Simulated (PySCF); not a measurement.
## I: interval between two levels

I [Kr] 4d10 5s2 5p5 [2P3/2, M_J = 3/2] → I [Kr] 4d10 5s1 5p6 [2S1/2, M_J = 1/2], as a difference of total energies. Computed with PySCF 2.14 in x2c-TZVPall-2c (8s9p5d2f, 74 functions), with the two-component X2C-1e Hamiltonian. Correlated levels: [Ar] 3d10 frozen; the 6 highest virtual spinors dropped. "Screened" scales the spin-orbit matrix elements by Boettger's factors to mimic the two-electron term; Breit and QED terms are absent.

```
                    method  interval between two levels (cm⁻¹)
           GHF (spin-free)                              101950
          GMP2 (spin-free)                               85773
 GHF (screened spin-orbit)                              104290
GMP2 (screened spin-orbit)                               88128
```
